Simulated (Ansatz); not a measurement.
```xyz
7

N    -1.661   -0.555    0.124
C    -0.437   -0.283    0.196
B     1.008   -0.264    0.640
N     0.555    0.502   -0.418
H    -2.123   -0.047   -0.630
H     1.984   -0.518    1.258
H     0.673    1.166   -1.170
```

Total charge 0; spin multiplicity 1.

**Question.** List the PBE/def2-TZVPP orbital energies in eV (Ansatz 0.2.0). (An estimate is asked.)

**Answer.** The calculation gave: Occupied: -381.75, -379.70, -270.69, -177.84, -24.34, -21.60, -16.51, -12.81, -11.97, -10.22, -9.84, -8.38, -6.57, -5.74. Lowest empty: -1.82, -0.05, 0.25, 0.93, 1.44, 1.63, 1.93, 3.26.
